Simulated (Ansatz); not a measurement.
Ansatz (a program for electronic structure) input (B3LYP/LANL2DZ): The .json file is the Basis Set Exchange's LANL2DZ.

Ansatz 0.2 input:
```yaml
crystal:
  periodic: [false, false, false]
  atoms:
    - {symbol: Hg, position_ang: [-0.00000000, -0.00000000, -0.84619873]}
    - {symbol: Br, position_ang: [0.00000000, 0.00000000, 1.93416854]}
basis:
  gaussian:
    orbitals: LANL2DZ.json
hamiltonian:
  xc: {name: B3LYP}
magnetization: {spin_polarized: true, initial_magnetization: 1}
phonons: {temperatures: {t_min: 298.15, t_max: 298.15, t_step: 100}}
```

Which harmonic wavenumbers does it give?

140 cm⁻¹ (unscaled; negative means imaginary).
